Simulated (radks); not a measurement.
Coulomb parameter of the 4d shell of the zirconium ion Zr2+ in the model configuration [Kr] 4d0.5 5s1.5, as a second difference U = [E(n + 0.25) + E(n - 0.25) - 2 E(n)] / (0.25)^2 with all orbitals relaxed. "Bare": the charge of the atom changes with n. "Screened": the 5s shell takes up the change at fixed total charge, which measures U(4d,4d) + U(5s,5s) - 2 U(4d,5s). Method: scalar-relativistic Kohn-Sham, PBE, spin-unpolarised, spherical densities, point nucleus; computed with a radial shooting solver on a logarithmic mesh with Libxc functionals.

| case | configuration | E - E(n) (eV) |
|---|---|---|
| start | [Kr] 4d0.5 5s1.5 | 0.000 |
| bare +0.25 | [Kr] 4d0.75 5s1.5 | -4.935 |
| bare -0.25 | [Kr] 4d0.25 5s1.5 | 5.613 |
| screened +0.25 | [Kr] 4d0.75 5s1.25 | -0.691 |
| screened -0.25 | [Kr] 4d0.25 5s1.75 | 0.764 |

U(bare) = 10.860 eV, U(screened by 5s) = 1.173 eV, against the Slater integral F0(4d,4d) = 13.117 eV with frozen orbitals.
